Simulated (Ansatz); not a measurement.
System: 3-iodoselenophene, C$_{4}$H$_{3}$ISe, net charge 0, singlet state. 
Coordinates optimised at B3LYP-D3(BJ)/def2-TZVP (Ansatz, a program for electronic structure):
```xyz
9

I     -1.3587    -1.5391    -0.4936
C      0.1069    -0.1024    -0.0406
C      1.5007    -0.3837    -0.1950
C      2.3126     0.6498     0.1404
Se     1.3427     2.1439     0.7091
C     -0.2063     1.1358     0.4116
H      1.8669    -1.3367    -0.5479
H      3.3894     0.6726     0.1063
H     -1.1836     1.5473     0.5960
```
Charge 0, spin multiplicity 1.

Basis-set convergence of Hartree-Fock and CCSD(T) correlation energies (hartree) with Ansatz. Cores are frozen in the correlated levels unless marked. Spin-orbit coupling is left out. The frozen core is the preceding noble-gas configuration, with the filled d and f shells of earlier blocks. Past Kr the def2 sets carry scalar-relativistic core potentials.

The Hartree-Fock reference is unstable (checked in the largest basis), which strains HF and MP2. 

```
basis        functions        E(HF)  E(corr, CCSD(T))
-----------  ---------  -----------  ----------------
def2-SVPD          180  -2849.27018          -0.84852
def2-TZVPPD        315  -2849.74321          -1.01349
def2-QZVPPD        540  -2849.79727          -1.07698
```

Extrapolating the two largest sets (X = 3 and 4) as X^-3: E(corr) = (64·(-1.07698) - 27·(-1.01349))/37 = -1.1233 Eh, an estimate of the basis-set limit. The largest set recovers 95.9 % of it, the smallest 75.5 %.
